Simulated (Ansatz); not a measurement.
Start from `O[SiH2]O[Si](F)(Cl)Cl` and change one atom or group to get `F[Si]([SiH3])(Cl)Cl`.

Ansatz, PBE0-D4/def2-TZVP geometries, multiplicity 1. Each molecule was computed in one conformer, which needn't be the lowest.

```tsv
property	`O[SiH2]O[Si](F)(Cl)Cl`
LUMO energy (ωB97M-V/def2-TZVPP) / eV	1.77
HOMO–LUMO gap (PBE/def2-TZVPP) / eV	7.06
HOMO–LUMO gap (ωB97M-V/def2-TZVPP) / eV	13.32
HOMO energy (PBE0/def2-TZVPP) / eV	-9.27
HOMO energy (B3LYP/def2-TZVPP) / eV	-9.05
HOMO–LUMO gap (PBE0/def2-TZVPP) / eV	9.47
```

Q: What does the change do to each property? (An estimate is asked.)

A: Computed: 
```csv
property,`F[Si]([SiH3])(Cl)Cl`,shift
LUMO energy (ωB97M-V/def2-TZVPP) / eV,1.29,-0.48
HOMO–LUMO gap (PBE/def2-TZVPP) / eV,6.11,-0.95
HOMO–LUMO gap (ωB97M-V/def2-TZVPP) / eV,12.08,-1.24
HOMO energy (PBE0/def2-TZVPP) / eV,-8.77,0.50
HOMO energy (B3LYP/def2-TZVPP) / eV,-8.56,0.49
HOMO–LUMO gap (PBE0/def2-TZVPP) / eV,8.19,-1.28
```

With PBE0 the HOMO rises by 0.50 eV and the LUMO falls by 0.78 eV, so the gap narrows by about 1.28 eV. PBE moves the HOMO by 0.26 eV and ωB97M-V by 0.76 eV.

B3LYP here is the variant with VWN-RPA as its local correlation; programs differ in this.
